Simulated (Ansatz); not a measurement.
`[OH][Zr]([OH])([OH])[Cl]` and `C[NH][Zr]([OH])([OH])[OH]` differ in one atom or group.

Ansatz, PBE0-D4/def2-TZVP geometries, multiplicity 1. Each molecule was computed in one conformer, which needn't be the lowest.

Elements past krypton have def2 core potentials.

```tsv
property	`[OH][Zr]([OH])([OH])[Cl]`
HOMO energy (B3LYP/def2-TZVPP) / eV	-8.30
HOMO–LUMO gap (PBE/def2-TZVPP) / eV	6.09
zero-point energy (PBE0-D4/def2-TZVP) / kJ/mol	99.5
LUMO energy (PBE0/def2-TZVPP) / eV	-0.26
LUMO energy (ωB97M-V/def2-TZVPP) / eV	0.59
HOMO–LUMO gap (PBE0/def2-TZVPP) / eV	8.32
```

Give the same properties after the change, and the shifts. (Estimate.)

Computed: 
```
                                      property  `C[NH][Zr]([OH])([OH])[OH]`  shift
           HOMO energy (B3LYP/def2-TZVPP) / eV                        -6.22   2.08
           HOMO–LUMO gap (PBE/def2-TZVPP) / eV                         4.39  -1.70
zero-point energy (PBE0-D4/def2-TZVP) / kJ/mol                        236.8  137.3
            LUMO energy (PBE0/def2-TZVPP) / eV                        -0.06   0.20
         LUMO energy (ωB97M-V/def2-TZVPP) / eV                         0.81   0.22
          HOMO–LUMO gap (PBE0/def2-TZVPP) / eV                         6.38  -1.94
```

With PBE0 the HOMO rises by 2.14 eV and the LUMO rises by 0.20 eV, so the gap narrows by about 1.94 eV. PBE moves the HOMO by 2.01 eV and ωB97M-V by 2.11 eV. The zero-point energy changes by 137.3 kJ/mol with +15 modes.

B3LYP here is the variant with VWN-RPA as its local correlation; programs differ in this.
